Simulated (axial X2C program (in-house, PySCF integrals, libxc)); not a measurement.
# Correcting the dissociation energy of ZnSi for spin–orbit coupling

A spin-free PBE0 curve (one-electron X2C) was computed with an in-house all-electron X2C program for linear molecules (integrals from PySCF), basis Zn dyall-v3z [9s10p6d3f2g], Si dyall-v3z [8s7p2d1f] (cores contracted in-house), for the state M_S = 1, Λ = 0 (beyond evenly filled blocks: π+α, π-α). It gives D0 = 0.921 eV to Zn + Si, which in a spin-free picture are the weighted means of the ground terms.

Measured levels of the ground terms (NIST Handbook of Basic Atomic Spectroscopic Data), in cm⁻¹: Zn 1S: J = 0 at 0; Si 3P: J = 0 at 0, J = 1 at 77.1, J = 2 at 223.2.

The molecular state has Λ = 0, so it has no first-order lowering.

Question: How far does each ground level lie under the (2J+1)-weighted mean of its term?

Answer: Zn: a single level, 0; Si: (1 × 0 + 3 × 77.1 + 5 × 223.2)/9 = 150 cm⁻¹.

Question: Correct D0.

Answer: D0 = 0.921 + (0 − 150)/8065.5 = 0.902 eV at PBE0 with these spin–orbit terms.

Second-order spin–orbit effects in the molecule, which grow quickly with Z, are left out. The state is one determinant whose occupation by symmetry is held fixed; it was picked as the lowest of a PBE0 search that is not exhaustive. Dissociation energies refer to the lowest single-determinant-based atoms at the same level and basis. Other states lie close and PBE0, whose exact exchange favours high spin, may order them wrongly; the determinant shown need not be the ground state. The nearest other spin-free determinant of the search, M_S = 0, Λ = 2, lies 0.78 eV up at the distance of the search.
